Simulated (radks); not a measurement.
The numbers below are computed, except where a source is named.
All-electron atom: P3+ in [Ne] 3s2. Level of theory: non-relativistic Kohn-Sham, TPSS, spin-polarised, spherical densities, point nucleus; meta-GGA in the generalised Kohn-Sham scheme (a radial shooting solver on a logarithmic mesh with Libxc functionals).

Unscreened Slater integrals over Kohn-Sham orbitals (hartree). They are taken over the spin-up orbitals. Empty in this configuration: 3p.

| integral | value |
|---|---|
| F0(3s,3s) | 0.53613 |
| F0(3s,2p) | 0.70664 |
| G1(3s,2p) | 0.055074 |
| F0(3s,2s) | 0.70088 |
| G0(3s,2s) | 0.043836 |
| F0(3s,3p) | 0.50997 |
| G1(3s,3p) | 0.34279 |
| F0(2p,2p) | 1.9005 |
| F2(2p,2p) | 0.87698 |
| F0(2p,2s) | 1.8078 |
| G1(2p,2s) | 1.0754 |
| F0(2p,3p) | 0.65690 |
| F2(2p,3p) | 0.11795 |
| G0(2p,3p) | 0.048986 |
| G2(2p,3p) | 0.048566 |
| F0(2s,2s) | 1.7469 |
| F0(2s,3p) | 0.64946 |
| G1(2s,3p) | 0.037973 |
| F0(3p,3p) | 0.48763 |
| F2(3p,3p) | 0.25143 |
